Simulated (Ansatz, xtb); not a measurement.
## Two isomers of C4H12Ge

Structure X is `CCC[CH2][GeH3]`, a singlet and structure Y is `C[C](C)(C)[GeH3]`, a singlet. Both are isolated molecules in the gas phase, relaxed with PBE-D3(BJ)/def2-SVP; each stands in its lowest conformer found.

Quicker runs give these differences E(Y) − E(X): GFN2-xTB −0.63 kJ/mol; HF/STO-3G +16.61 kJ/mol (at GFN2-xTB geometries); r2SCAN-D4/def2-SVP −2.23 kJ/mol (at GFN2-xTB geometries).

Task: Estimate which is lower in electronic energy at CCSD(T)/def2-SVP + ΔMP2/def2-TZVPP, and by roughly how much.

Result: The CCSD(T)/def2-SVP + ΔMP2/def2-TZVPP calculation puts structure Y lower, by 6.92 kJ/mol.

How the difference moves with the method:

```tsv
level	geometry	E(Y) − E(X) (kJ/mol)	departure from the last row (kJ/mol)	job, with rough time for the two
GFN2-xTB	GFN2-xTB	−0.63	+6.28	optimisation, 0.18 s
HF/STO-3G	GFN2-xTB	+16.61	+23.52	single point, 0.9 s
r2SCAN-D4/def2-SVP	GFN2-xTB	−2.23	+4.69	single point, 11 s
PBE-D3(BJ)/def2-SVP	PBE-D3(BJ)/def2-SVP	−0.78	+6.14	optimisation, 38 s
HF/def2-SVP	PBE-D3(BJ)/def2-SVP	+9.59	+16.51	part of the CCSD(T) run
MP2/def2-SVP	PBE-D3(BJ)/def2-SVP	−8.26	−1.35	part of the CCSD(T) run
CCSD(T)/def2-SVP	PBE-D3(BJ)/def2-SVP	−5.21	+1.71	single point
CCSD(T)/def2-SVP + ΔMP2/def2-TZVPP	PBE-D3(BJ)/def2-SVP	−6.92		single point, 3.6 min
```

As drawn, both hold the same kinds of bond in the same numbers. Structure X has 1 methyl group, Y 3.

HF/STO-3G, HF/def2-SVP put the two in the other order. GFN2-xTB, PBE-D3(BJ)/def2-SVP find them nearly level. The largest departure from CCSD(T)/def2-SVP + ΔMP2/def2-TZVPP is that of HF/STO-3G, 23.52 kJ/mol. The last row adds to CCSD(T) the change of the MP2 difference between the two basis sets, here −1.71 kJ/mol.

With thermal terms from frequencies at re-optimised GFN2-xTB minima (ideal gas, soft modes damped towards free rotors, one conformer each, 298.15 K, 1 atm): the zero-point term adds −3.40 kJ/mol; ΔH is −9.48 and ΔG −5.58 kJ/mol.

The correlated steps freeze 13 core orbitals; the filled d shell of Ge is correlated, in a basis made for valence electrons. Programs: Ansatz 0.2.0, xtb 6.7.1; the last row on 2 threads of Arm Neoverse V1 on a shared host.
